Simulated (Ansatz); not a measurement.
The cluster GeSe₂, relaxed as a quintet with UKS r2SCAN-D4/def2-TZVP in Ansatz, starting from the r2SCAN-D4/def2-TZVP geometry of the neutral singlet. Force threshold 0.02 eV/Å.

At r2SCAN-D4/def2-TZVP a singlet of charge 0 lies 3.30 eV below the quintet, each at its own geometry. The structure comes from a short search, and lower isomers may exist.

Start:

```xyz
3

Ge    0.395   -1.078    0.693
Se   -0.849    0.916    0.609
Se    0.454    0.162   -1.303
```

(1) Estimate the energy that the relaxation releases and the steps that it takes.

(2) Does the start keep its bonding and symmetry?

(3) Predict the relaxed structure.

Results:

(1) 1.03 eV, in 5 steps; 16 s on 4 threads of Arm Neoverse V2 on a shared host. No frequencies were taken in this run, so the end may be a saddle point.

(2) Bonds lost: Se2–Se3 (atoms count from 1). Point group C2v at the start, C2v at the end, both within 0.05 Å.

(3) 
```tsv
atom	x (Å)	y (Å)	z (Å)
Ge1	0.3472	-0.9486	0.6103
Se2	-1.0093	0.9573	0.9210
Se3	0.6621	-0.0087	-1.5313
```
Bond lengths: 2 × Ge–Se 2.36 Å.
